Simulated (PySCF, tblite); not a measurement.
Isomers of C6H5ClOSi, one GFN2-xTB conformer each. Single-point energies are computed at PBE0/pcSseg-1 (PySCF, gas phase, no added dispersion term), electronic only.

```
                  SMILES  GFN2-xTB relative energy (kJ/mol)
C#CC1=CO/C(=C\Cl)[SiH2]1                                0.0
  C#C[SiH2]C1=CO/C1=C/Cl                              130.5
```

Conformers: `[CH:1]#[C:2][SiH2:3][C:4]1=[CH:5][O:6]/[C:7]1=[CH:8]/[Cl:9]` with C2–Si3–C4–C5 124°.

What does PBE0/pcSseg-1 give for the same structures?

```json
{"SMILES": "C#CC1=CO/C(=C\\Cl)[SiH2]1", "PBE0/pcSseg-1 E (Eh)": "-1055.75106", "PBE0/pcSseg-1 (kJ/mol)": "0.0", "GFN2-xTB (kJ/mol)": "0.0", "point group": "Cs"}
{"SMILES": "C#C[SiH2]C1=CO/C1=C/Cl", "PBE0/pcSseg-1 E (Eh)": "-1055.71022", "PBE0/pcSseg-1 (kJ/mol)": "107.2", "GFN2-xTB (kJ/mol)": "130.5", "point group": "C1"}
```

Both levels put the same isomer lowest. As drawn, the higher has a four-membered ring, which the lower lacks.

Which frontier levels, dipoles and rotational constants go with these structures?

```csv
SMILES,"HOMO (eV, PBE0/pcSseg-1)",LUMO (eV),dipole (D),"A, B, C (MHz)"
C#CC1=CO/C(=C\Cl)[SiH2]1,-6.56,-1.38,1.68,"3926, 555.3, 489.3"
C#C[SiH2]C1=CO/C1=C/Cl,-7.11,-1.45,0.90,"1296, 1073, 670.2"
```

What happens when harmonic zero-point energies from GFN2-xTB frequencies are added?

```
                  SMILES  ZPE (kJ/mol)  electronic (kJ/mol)  with ZPE (kJ/mol)
C#CC1=CO/C(=C\Cl)[SiH2]1         218.3                  0.0                0.0
  C#C[SiH2]C1=CO/C1=C/Cl         214.4                107.2              103.4
```

The zero-point energies span 3.9 kJ/mol. The order is unchanged.
